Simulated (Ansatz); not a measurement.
Reaction (cleavage of the Ge–Si bond): `C[SiH2][GeH2][OH]` + CH₃SH → `C[S][GeH2][OH]` + `C[SiH3]`

Calculated with Ansatz (gas phase, PBE0-D4/def2-TZVP geometries, no zero-point term in ΔE). CCSD(T)/CBS adds triple-zeta CCSD(T) − MP2 to the extrapolated MP2 energy (def2 sets, frozen cores). This one scheme is used for every species. DFT in def2-TZVPP. B3LYP here is the variant with VWN-RPA as its local correlation; programs differ in this. For Ge outer-core shells are correlated without core-valence functions, which leaves a few kJ/mol of doubt a bond. Scalar relativity is left out up to krypton. One conformer a species, not always the lowest.

`C[SiH2][GeH2][OH]`:

Cartesian coordinates in Å:
```
C 0.727 0.657 -1.630
Si 0.720 -0.706 -0.345
Ge -1.150 -0.463 1.122
O -1.069 1.152 1.905
H -0.156 0.590 -2.269
H 1.614 0.592 -2.264
H 0.720 1.636 -1.145
H 1.958 -0.648 0.485
H 0.671 -2.050 -0.987
H -2.500 -0.426 0.385
H -1.201 -1.550 2.221
H -0.336 1.216 2.521
```

CH₃SH:

Cartesian coordinates in Å:
```
C 0.158 -0.355 0.301
S 0.350 0.994 -0.885
H -0.322 -0.016 1.218
H 1.166 -0.693 0.541
H -0.395 -1.190 -0.129
H -0.956 1.260 -1.046
```

`C[S][GeH2][OH]`:

Cartesian coordinates in Å:
```
C 0.451 0.236 -1.656
S 0.896 1.179 -0.170
Ge 0.126 -0.172 1.400
O -1.606 0.063 1.742
H -0.623 0.263 -1.842
H 0.791 -0.797 -1.585
H 0.960 0.714 -2.492
H 0.813 0.170 2.722
H 0.353 -1.619 0.915
H -2.161 -0.037 0.966
```

`C[SiH3]`:

Cartesian coordinates in Å:
```
C -0.742 -0.574 0.307
Si 0.664 0.514 -0.275
H -1.485 -0.704 -0.483
H -1.240 -0.134 1.173
H -0.374 -1.562 0.594
H 1.340 -0.087 -1.456
H 1.676 0.688 0.802
H 0.161 1.860 -0.662
```

| level | ΔE (kcal/mol) | difference from CCSD(T)/CBS |
| --- | --- | --- |
| PBE-D4 | -8.4 | 1.7 |
| PBE0-D4 | -8.9 | 1.2 |
| ωB97X-V | -9.9 | 0.2 |
| ωB97M-V | -10.2 | -0.1 |
| B2PLYP | -10.5 | -0.4 |
| PBE | -8.3 | 1.8 |
| r2SCAN | -9.9 | 0.2 |
| B3LYP | -9.5 | 0.6 |
| HF/def2-TZVPP | -11.8 | -1.7 |
| MP2/def2-TZVPP | -11.8 | -1.7 |
| SCS-MP2/def2-TZVPP | -11.5 | -1.4 |
| CCSD/def2-TZVPP | -9.9 | 0.2 |
| MP2/def2-QZVPP | -11.8 | -1.7 |
| HF/CBS(def2) | -11.8 | -1.7 |
| MP2/CBS(def2) | -11.8 | -1.7 |
| CCSD/CBS(def2) | -9.9 | 0.2 |
| CCSD(T)/CBS | -10.1 | 0 |

Largest T1 diagnostic among the species: 0.012.
